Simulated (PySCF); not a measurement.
C₃H₅FSi.

```xyz
10

F      2.6798     0.1091    -0.6142
C      1.6336     0.8911    -0.2896
C      0.5711     0.4429     0.3359
C     -0.5267     0.0206     0.9154
Si    -2.0103    -0.6216    -0.0542
H      1.7646     1.9348    -0.5922
H     -0.5821     0.0354     2.0153
H     -3.2152     0.1972     0.2708
H     -2.2925    -2.0349     0.3324
H     -1.7169    -0.5387    -1.5102
```
Charge 0, spin multiplicity 1.

Coordinates come from a B3LYP-D3(BJ)/def2-SVP optimisation. This is a generated structure with no PubChem entry under its InChIKey; it may be hypothetical.

Method: PySCF with PBE/pcSseg-1. Non-relativistic, no solvent.

Computed absolute GIAO shielding of each atom: isotropic value and principal components (ppm):
```tsv
atom	σ(iso)	σ11	σ22	σ33	span
F1	345.8	240.0	391.2	406.1	166.1
C2	42.0	-23.7	62.3	87.6	111.4
C3	-44.3	-65.2	-53.4	-14.3	50.9
C4	76.9	-2.9	66.0	167.5	170.3
Si5	406.5	370.5	398.7	450.4	79.9
H6	23.7	21.0	22.1	27.9	6.9
H7	24.9	23.0	25.2	26.3	3.3
H8	26.8	24.1	25.0	31.3	7.2
H9	26.7	24.1	25.0	31.1	7.0
H10	27.1	24.3	26.0	30.9	6.6
```
